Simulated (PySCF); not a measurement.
Ge(H)(F)2(Et) (C2H6F2Ge), SMILES C[CH2][GeH]([F])[F].

Coordinates come from a ωB97X-D3(BJ)/def2-SVP optimisation. One conformer was computed; it need not be the lowest.

The numbers are results of PBE/def2-TZVP run with PySCF, not measurements.

Symmetry labels are those of the subgroup Cs that the program uses (full group Cs).

**Question.** List the valence orbital energies around the gap with their symmetry. (An estimate is asked for; the answer gives what the named calculation found.)

**Answer.** 
```
orbital  symmetry  energy (eV)
-------  --------  -----------
HOMO−7         A'       -10.48
HOMO−6         A'        -9.69
HOMO−5         A'        -9.50
HOMO−4         A"        -9.18
HOMO−3         A"        -9.03
HOMO−2         A'        -8.84
HOMO−1         A"        -8.81
HOMO           A'        -7.55
LUMO           A'        -0.41
LUMO+1         A"        -0.26
LUMO+2         A'         0.20
LUMO+3         A'         0.56
```
